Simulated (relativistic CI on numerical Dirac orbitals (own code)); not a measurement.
## What each ingredient does to the levels of Yb25+

Base calculation: Dirac-Coulomb-Breit CI, KLI orbitals optimised for each configuration, QED by a radiative potential, unscaled Slater integrals.

Configurations in the expansion (outside the closed core [Ar] 3d10): 4s2 4p6 4d9, 4s2 4p5 4d10, 4s2 4p6 4d8 4f, 4s 4p6 4d10, 4s2 4p5 4d9 4f, 4s 4p6 4d9 4f, 4s2 4p6 4d8 5s, 4s2 4p6 4d8 5p, 4s2 4p6 4d7 4f 5s, 4s2 4p6 4d8 5d, 4s2 4p5 4d9 5s, 4s2 4p6 4d7 5s 5p, 4s2 4p6 4d7 5s2, 4s2 4p6 4d6 4f 5s2, 4s2 4p5 4d7 4f 5s2, 4s 4p6 4d7 4f 5s2. Double excitations out of closed p, d and f shells are left out; levels of such configurations are missing from the list, as are those of other unlisted configurations, and high levels can miss mixing partners.

Variants: (1) QED terms removed; (2) one mean potential for all configurations. Shifts of the energy above 4s2 4p6 4d9 2D_5/2, in cm⁻¹, for the lowest level and the first level of each name with at least 55 % of one term (blank where a level changes its place among those of its configuration and J or its character, or is not in the variant):

| Level | Base | Δ(1) | Δ(2) |
| --- | --- | --- | --- |
| 4s2 4p6 4d9 2D_5/2 | 0 | 0 | 0 |
| 4s2 4p6 4d9 2D_3/2 | 95881 | -249 | +1 |
| 4s2 4p5 4d10 2P°_3/2 | 1282504 | +650 | -523 |
| 4s2 4p6 4d8 4f 4F°_7/2 | 1384138 | +78 | -896 |
| 4s2 4p6 4d8 4f 4F°_9/2 | 1401003 | +35 | -897 |
| 4s2 4p6 4d8 4f 4I°_15/2 | 1417817 | +23 | -892 |
| 4s2 4p6 4d8 4f 4H°_13/2 | 1431313 | +24 | -888 |
| 4s2 4p6 4d8 4f 4F°_3/2 | 1464371 | -118 | -905 |
| 4s2 4p6 4d8 4f 4G°_7/2 | 1477652 | -54 | -892 |
| 4s2 4p6 4d8 4f 2D°_5/2 | 1523786 |  | -897 |
| 4s2 4p6 4d8 4f 2K°_15/2 | 1537901 | -218 | -905 |
| 4s2 4p6 4d8 4f 4D°_5/2 | 1570001 | -169 | -882 |
| 4s2 4p6 4d8 4f 2I°_11/2 | 1581411 | -145 | -879 |

At this charge energies of transitions that change n are usually good to better than 1 %, and those within a shell (Δn = 0) to a few per cent.

Ionisation energy from the two ground configurations alone: base 924.693 eV. The NIST ASD value (theoretical) is 924 eV.

LS names give the leading component of a level, which can be under half, so a name can repeat, a term be missing and a line seem to break the LS rules.
